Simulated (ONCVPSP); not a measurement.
## Pt (Z = 78): one change to an ONCV potential, before and after

* Element: platinum (Pt)
* Generator: ONCVPSP 4.0.1
* Type: optimised norm-conserving Vanderbilt (ONCV)
* Functional: LDA (Perdew-Wang 92)
* Relativity: scalar-relativistic
* Frozen core: [Kr] 4d10 4f14
* Valence charge: 18
* Reference configuration: 5s2 5p6 5d9 6s0.5 (charge +0.5)
* Partial waves: 5s+6s: rc 1.85 bohr, ncon 3, nbas 6, qcut 5.8 1/bohr, 2 projectors; 5p: rc 1.25 bohr, ncon 4, nbas 7, qcut 6.9 1/bohr, 2 projectors, debl 3 Ha; 5d: rc 2.25 bohr, ncon 5, nbas 10, qcut 7.6 1/bohr, 1 projector
* Local potential: polynomial inside 0.80 bohr (lpopt 1, dvloc0 4 Ha)
* Core correction: Teter function, fcfact 4.75, rcfact 1.3

Change: s: qcut 6.8; p: qcut 8; d: qcut 8.9.

Cutoffs: the cutoffs (Ha) at which the residual kinetic energy of the hardest occupied pseudo-wave falls to 1 and 0.1 mHa per electron; they do not see the model core or the augmentation charge, which bear on the density cutoff. Errors are all-electron minus pseudo energies relative to the spin-unpolarised reference configuration.

Predict the effect on cutoff, ghosts and configuration errors.

The potential gets softer (78 Ha and 96 Ha → 35 Ha and 88 Ha); both files keep a bound ghost (s); of the 4 tests that both files solve, the error grows in 0 and shrinks in 1 by more than 15 % and 0.3 meV (median size 2.5 → 2.3 meV).

```tsv
quantity	base	changed
cutoff, loose	78 Ha	35 Ha
cutoff, tight	96 Ha	88 Ha
loose cutoff by channel	s 8.5 Ha, p 78 Ha, d 18 Ha	s 14 Ha, p 35 Ha, d 19 Ha
bound ghosts	s	s
GHOST(+) flags under 300 eV	none	none
error for 5s2 5p6 5d9 6s1, meV [ΔE -3.86 eV]	+0.6	+0.7
error for 5s2 5p6 5d9 6s0, meV [ΔE 5.68 eV]	-2.7	-2.5
error for 5s2 5p6 5d8 6s0, meV [ΔE 25.94 eV]	-2.9	-2.2
error for 5s2 5p6 5d8 6s1 6p1, meV [ΔE 2.74 eV]	+2.4	+2.3
s: phases at 1.88 bohr within 0.05 rad from the reference energy up to (Ha; the scan ends near 5)	to the end of the scan	to the end of the scan
p: phases at 1.27 bohr within 0.05 rad from the reference energy up to (Ha; the scan ends near 5)	to the end of the scan	to the end of the scan
d: phases at 2.28 bohr within 0.05 rad from the reference energy up to (Ha; the scan ends near 5)	1.4	1.2
rms error of d²Exc/dni dnj with the model core, mHa	1.40	1.26
```

 A true bound ghost makes a file unfit for plane-wave use even where its test errors are small: the radial tests pick states by their node count and pass the ghost by.
